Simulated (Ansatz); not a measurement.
Reaction (formal exchange of groups at the Si–Cl bond): `F[SiH]([SiH3])[SiH2]Cl` + CH₄ → `C[SiH2][SiH](F)[SiH3]` + HCl

Isolated molecules relaxed with PBE0-D4/def2-TZVP in Ansatz; ΔE leaves out vibrations. CCSD(T)/CBS is the MP2 limit (def2-TZVPP, def2-QZVPP) plus CCSD(T) − MP2 in def2-TZVPP, frozen cores. This one scheme is used for every species. Functionals use def2-TZVPP. B3LYP here is the variant with VWN-RPA as its local correlation; programs differ in this. Each species was taken in one conformer, which may not be the lowest.

| level | ΔE (kcal/mol) |
| --- | --- |
| PBE0-D4 | 23.3 |
| B3LYP-D4 | 24.3 |

(1) What does CCSD(T)/CBS give? (Best estimate.)

Largest T1 diagnostic among the species: 0.012.

Answers

(1) Ansatz gave: +23.7 kcal/mol. The listed levels differ from it by -0.4, 0.6 kcal/mol.

In def2-TZVPP, CCSD(T) changes the Hartree–Fock value by −3.4 kcal/mol (the triples alone add −0.2 kcal/mol) and MP2 by −2.1 kcal/mol.
